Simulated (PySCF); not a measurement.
Ga(Me)(NH2) (CH5GaN), SMILES [CH3][Ga+][NH2], charge +1.

The structure is a stationary point at ωB97X-D3(BJ)/def2-SVP. The multiplicity is an assumed one; other spin states were not compared. The isomer is the one that the SMILES or the coordinates give; other isomers of the formula were not compared. The values are those of a single conformer.

Two levels are set side by side: TDDFT-PBE/def2-SVPD (PySCF) and TDDFT-B3LYP/def2-SVPD (PySCF). Vertical, same geometry. The lowest singlet is HOMO→LUMO 100 % with PBE and HOMO→LUMO 100 % with the other functional; states are paired by order. Differences are taken from unrounded values.

```tsv
quantity	TDDFT-PBE
lowest singlet excitation (eV)	4.52
lowest triplet excitation (TDA) (eV)	4.38
first bright state (f over 0.05) (eV)	6.16
its oscillator strength	0.07
```

Problem. These are the TDDFT-PBE values. What does TDDFT-B3LYP give? (The exact figures need the calculation; the answer reports its results.)

Solution. 
```tsv
quantity	TDDFT-B3LYP	TDDFT-PBE minus TDDFT-B3LYP
lowest singlet excitation (eV)	4.87	-0.36
lowest triplet excitation (TDA) (eV)	4.75	-0.36
first bright state (f over 0.05) (eV)	6.44	-0.28
its oscillator strength	0.07	0.01
```

A lower first singlet is the usual sign of a functional without exact exchange. Differences between two approximate levels are no errors against the true value.

Rough cost on one machine, each run with all the roots and properties that it gave: TDDFT-B3LYP against TDDFT-PBE about 3 times.
